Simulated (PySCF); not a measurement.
# Ionisation energy of In²⁺ by level of theory

In²⁺ [Kr] 4d10 5s1 (2S) → In³⁺ [Kr] 4d10 (1S), as a difference of total energies. Computed with PySCF 2.14 in aug-cc-pwCVDZ-PP with ECP28MDF (6s5p4d1f, 48 functions), with scalar relativity through the core potential. Correlated levels: valence and next inner shell: nothing frozen outside the core potential. The calculations carry no spin-orbit coupling.

| method | ionisation energy (eV) | error (eV) |
| --- | --- | --- |
| UHF | 26.626 | -1.418 |
| LDA | 29.073 | +1.029 |
| PBE | 28.654 | +0.610 |
| PBE0 | 28.276 | +0.232 |
| r2SCAN | 28.369 | +0.325 |
| BLYP | 28.807 | +0.763 |
| TPSS | 28.278 | +0.234 |
| r2SCAN0 | 28.147 | +0.103 |
| MP2 (valence and next inner shell) | 27.844 | -0.200 |
| SCS-MP2 (valence and next inner shell) | 27.633 | -0.411 |

Reference: 28.044 eV (measured; NIST Atomic Spectra Database, ionization energies).

Errors of the correlated levels include the incompleteness of this basis.
